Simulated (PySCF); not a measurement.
Spectra and structures to be paired. Method: TDDFT PBE0/def2-SVPD, vertical, gas phase, core orbitals frozen in the response (PySCF 2.14.0, density-fitted response routines). Geometries: GFN2-xTB; one conformer of each isolated species. Triplets are in the Tamm–Dancoff approximation.

A. `COC1=C(C)[SiH2][SiH2]1`
B. `C1[C@H]2CC=C([C@@H]12)F`
C. `C=CC(=C)C(=C)F`
D. `C[C@@H]1C[C@H](F)[SiH2]O1`
E. `FC1=CCC=CC1`

Lowest singlet levels (six at most, fewer where fewer were computed) with oscillator strengths:

1. 184 nm (f 0.025); 182 nm (f 0.007); 168 nm (f 0.006); 165 nm (f 0.031); 157 nm (f 0.008); 154 nm (f 0.023); T1 6.23 eV
2. 241 nm (f 0.258); 229 nm (f 0.057); 210 nm (f 0.168); 187 nm (f 0.003); 178 nm (f 0.153); 175 nm (f 0.054); T1 2.96 eV
3. 231 nm (f 0.001); 219 nm (f 0.002); 210 nm (f 0.108); 204 nm (f 0.002); 202 nm (f 0.043); 194 nm (f 0.002); T1 4.00 eV
4. 209 nm (f 0.001); 190 nm (f 0.001); 187 nm (f 0.019); 174 nm (f 0.002); 174 nm (f 0.001); 167 nm (f 0.007); T1 4.36 eV
5. 192 nm (f 0.076); 189 nm (f 0.074); 184 nm (f 0.013); 176 nm (f 0.009); 170 nm (f 0.006); 165 nm (f 0.017); T1 4.22 eV

Question: Which spectrum belongs to which structure?

Answer: 1 = D, 2 = C, 3 = A, 4 = E, 5 = B.
- A: S1 at 5.38 eV, HOMO→LUMO (99%); Löwdin shares by element: HOMO carbon 53% or more, oxygen 23% (atoms not listed hold the other 24%); LUMO silicon 50%, hydrogen 16% or more (atoms not listed hold the other 34%); HOMO -6.58 and LUMO -0.07 eV.
- B: S1 at 6.45 eV, HOMO→LUMO (59%), HOMO→LUMO+1 (35%); Löwdin shares by element: HOMO carbon 71% or more (atoms not listed hold the other 29%); LUMO carbon 62% or more, fluorine 7% (atoms not listed hold the other 31%); HOMO -6.69 and LUMO 0.51 eV.
- C: S1 at 5.14 eV, HOMO→LUMO (84%); Löwdin shares by element: HOMO carbon 68% or more (atoms not listed hold the other 32%); LUMO carbon 69% or more (atoms not listed hold the other 31%); HOMO -6.81 and LUMO -1.31 eV.
- D: S1 at 6.72 eV, HOMO→LUMO (91%); Löwdin shares by element: HOMO carbon 22% or more, oxygen 21%, fluorine 16%, silicon 16% (atoms not listed hold the other 25%); LUMO silicon 34%, hydrogen 21% or more, oxygen 10% (atoms not listed hold the other 35%); HOMO -8.05 and LUMO 0.04 eV.
- E: S1 at 5.95 eV, HOMO→LUMO (98%); Löwdin shares by element: HOMO carbon 61% or more (atoms not listed hold the other 39%); LUMO carbon 70% or more (atoms not listed hold the other 30%); HOMO -6.88 and LUMO 0.23 eV; point group Cs.
